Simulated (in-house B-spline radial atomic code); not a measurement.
The numbers below are computed, except where a source is named.
**Li in an electron gas of r_s = 2.2: phase shifts, screening, friction and resistivity**

A nucleus sits in a uniform electron gas with a rigid positive background. The Kohn-Sham equations are solved self-consistently in the spin-unpolarised LDA (PW92), non-relativistic, on B-splines with outgoing waves at the boundary and partial waves to l = 8. The model has no lattice, no bands and no magnetic solution. Atomic units; δ_l are the phase shifts at the Fermi level, counted so that each bound state adds π, and good to about 0.0005.

The density parameter is r_s = 2.2 bohr, near that of the valence electrons of Ga (3 per atom, density 5.91 g/cm³, mass 69.72 u, which gives r_s = 2.19).

| l | δ_l (rad) |
| --- | --- |
| 0 | 2.7700 |
| 1 | 0.5272 |
| 2 | 0.0582 |
| 3 | 0.0076 |
| 4 | 0.0014 |
| 5 | 0.0001 |
| 6 | 0.0000 |
| 7 | -0.0001 |
| 8 | 0.0000 |

Bound levels below the band bottom (hartree): s -1.452.

Task: Check the Friedel sum rule, and say where the screening charge sits.

Result: k_F = (9π/4)^(1/3)/r_s = 0.87234. The rule is Z = (2/π) Σ (2l + 1) δ_l. The terms are s 1.763, p 1.007, d 0.185, f 0.034 and 0.008 beyond, in all 2.997 against Z = 3. Bound states hold 2 s, 0 p, 0 d electrons, so the scattering states carry 1.00 in all; where a term is smaller than its bound count, the bound level has drawn weight out of the band.

Task: Find the transport cross section and the electronic stopping of a 5 keV Li ion (mass 6.94 u).

Result: σ_tr = (4π/k_F²) Σ (l + 1) sin²(δ_l − δ_(l+1)). The terms for l = 0 to 3 are 0.6124, 0.4086, 0.0077, 0.0002, all together 1.0289, so σ_tr = 16.513 × 1.0289 = 16.990 bohr². With n = 3/(4π r_s³) = 0.02242, the friction coefficient is Q = n k_F σ_tr = 0.3323. For v well below v_F = 0.872, dE/dx = Q v; with 24801 eV per u at v = 1, v = √(5000/(24801 × 6.94)) = 0.1704, so dE/dx = 0.05664 hartree/bohr = 29.1 eV/nm. The largest term couples the s and p waves.

Task: What residual resistivity would 1 atomic per cent of such centres give in Ga?

Result: Δρ = k_F n_i σ_tr/n in atomic units of 21.74 μΩ·cm. With one host atom per 3 electrons, n_i/n = 0.01/3, so Δρ = 0.8723 × 0.00333 × 16.990 × 21.74 = 1.07 μΩ·cm. This is an atom added to the gas, as on an interstitial site.

Task: On a substitutional site the background of one host ion, a sphere holding 3 charges, is taken out. The phase shifts for l = 0 to 4 become 2.0931, -0.2605, -0.1644, -0.0512, -0.0114. What follows?

Result: The Friedel sum is now -0.00, for Z − 3 = 0. The sum in σ_tr is 0.5661, so σ_tr = 9.35 bohr² and Δρ = 0.59 μΩ·cm per atomic per cent, 0.55 times the value above. A real host ion scatters too, so this model doesn't give zero even for the host's own atom.
